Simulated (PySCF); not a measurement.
# Which determinant of CsSi lies lowest?

Unrestricted PBE0; Cs def2-SVPD with ECP46, Si def2-SVPD; scalar-relativistic core potentials (PySCF 2.14). Outer shells of the fragments: Cs 6s1; Si 3s2 3p2.

Followed along the bond (rough minima from three points):

| 2Ms+1 | unpaired | ⟨S²⟩ at the start | R at minimum (Å) | Te (eV) |
| --- | --- | --- | --- | --- |
| 4 | σ ↑, π ↑↑ | 3.75 | 3.36 | 0.00 |
| 2 | σ ↓, π ↑↑ | 1.77 | 3.38 | 0.47 |
| 2 | σ ↑, π ↑↓ | 1.77 | 3.37 | 0.48 |
| 2 | σ ↑ | 0.76 | 3.37 | 1.32 |
| 2 | π ↑ | 0.77 | none in the scan | ≤ 0.95 |

Solutions found at the starting distance of 3.320 Å, counted from the lowest of them; the search is not exhaustive and high or unbound solutions are not listed, so other states can lie among these:

```csv
2Ms+1,unpaired,term,E (eV),⟨S²⟩,⟨Lz²⟩,μ (D)
4,"σ ↑, π ↑↑",⁴Σ⁻,0.00,3.75,0.00,-10.04
2,"σ ↓, π ↑↑",mixed,0.47,1.77,0.00,-9.53
2,"σ ↑, π ↑↓",mixed,0.48,1.77,2.03,-9.81
2,π ↑,²Π,1.06,0.77,1.01,-7.24
2,σ ↑,mixed,1.33,0.76,2.00,-9.63
2,π ↑,²Π,1.50,0.76,1.02,-10.37
4,"σ ↑↑, π ↑",⁴Π,2.05,3.76,1.01,2.23
4,"σ ↑, π ↑↑",mixed,3.13,3.76,2.01,3.64
4,π ↑↑↑,⁴Π,3.23,3.76,1.00,4.22
4,"π ↑↑, δ ↑",⁴Δ,3.65,3.76,4.00,-0.01
```

A term symbol is given only where ⟨S²⟩ and ⟨Lz²⟩ are close to those of a pure state; real π, δ and φ orbitals otherwise mix terms. A positive dipole means Cs(−)Si(+).

Spin–orbit coupling is left out.
